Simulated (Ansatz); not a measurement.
Molecule: Al₂H₄, net charge -1, doublet state. SMILES: [AlH2][AlH2-]

Atoms: Al1, Al2, H3, H4, H5, H6. Bonds: Al1-Al2, Al1-H3, Al1-H4, Al2-H5, Al2-H6.

Bond lengths (Å) and angles (degrees) optimised at HF/6-31G* with Ansatz (a program for electronic structure); PBE/6-31G* with Ansatz; B3LYP/LANL2DZ with Ansatz; B3LYP/6-31G* with Ansatz, each started from the B3LYP-D3(BJ)/def2-TZVP structure (Ansatz) of the last column. A row stands for all coordinates that are equal there. 6-31G* holds six Cartesian d functions. No wavenumbers were computed at PBE/6-31G*, B3LYP/LANL2DZ, so these may be saddle points.

```tsv
coordinate	HF/6-31G*	PBE/6-31G*	B3LYP/LANL2DZ	B3LYP/6-31G*	B3LYP-D3(BJ)/def2-TZVP
Al1-Al2	2.503	2.505	2.517	2.493	2.484
Al1-H3	1.626	1.643	1.643	1.629	1.621
Al2-Al1-H3	124.9	125.0	125.1	125.0	124.8
H3-Al1-H4	110.3	110.0	109.7	110.1	110.4
```

Mean signed difference of all 5 bond lengths from B3LYP-D3(BJ)/def2-TZVP: HF/6-31G* 0.008 Å, PBE/6-31G* 0.022 Å, B3LYP/LANL2DZ 0.024 Å, B3LYP/6-31G* 0.008 Å.
